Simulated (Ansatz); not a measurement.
[closo-2-(I)B5H4]2- (B₅H₄I²⁻), relaxed as a singlet with RKS PBE0-D4/def2-SVPD in Ansatz, starting from the GFN1-xTB geometry. Force threshold 0.02 eV/Å.

In the def2 sets I takes a core potential; there is no spin–orbit coupling. A multiply charged anion in the gas phase is held together partly by the finite basis. The highest occupied level of the charge -2 singlet lies above zero (up to 3.39 eV). The electron is either unbound and held by the finite basis, or the level is raised by self-interaction error.

Start:

```xyz
10

B    -0.8710    0.3984    0.3652
B     0.4481    0.2532   -1.0808
B    -0.5493   -0.9905   -0.5252
B     0.7293    0.9079    0.4494
B     0.6861   -0.7720    0.6048
I    -2.7949    1.2834    1.1754
H     0.8509    0.5513   -2.1947
H    -1.1795   -1.9055   -0.9921
H     1.3397    1.8315    0.9251
H     1.3406   -1.5577    1.2730
```

| step | energy (eV) | largest force component (eV/Å) | SCF passes |
| --- | --- | --- | --- |
| 1 | -11539.4707 | 2.090 | 19 |
| 2 | -11539.8753 | 1.175 | 19 |
| 3 | -11539.9330 | 0.175 | 20 |
| 4 | -11539.9357 | 0.030 | 21 |
| 5 | -11539.9358 | 0.006 | 14 |

Force components are those of the run's own axes.

End:

```
atom   x (Å)   y (Å)   z (Å)
  B1  -0.761   0.349   0.320
  B2   0.416   0.238  -1.011
  B3  -0.591  -1.043  -0.551
  B4   0.763   0.964   0.479
  B5   0.639  -0.722   0.567
  I6  -2.726   1.251   1.146
  H7   0.836   0.525  -2.123
  H8  -1.244  -1.958  -1.015
  H9   1.360   1.905   0.967
 H10   1.308  -1.509   1.222
```

By distances, no bond broke or formed. The bond that changes most is B1–B2, from 1.96 to 1.78 Å (atoms count from 1).

No frequencies were taken in this run, so the end may be a saddle point.

It took 11 s on 4 threads of Arm Neoverse V2 on a shared host.
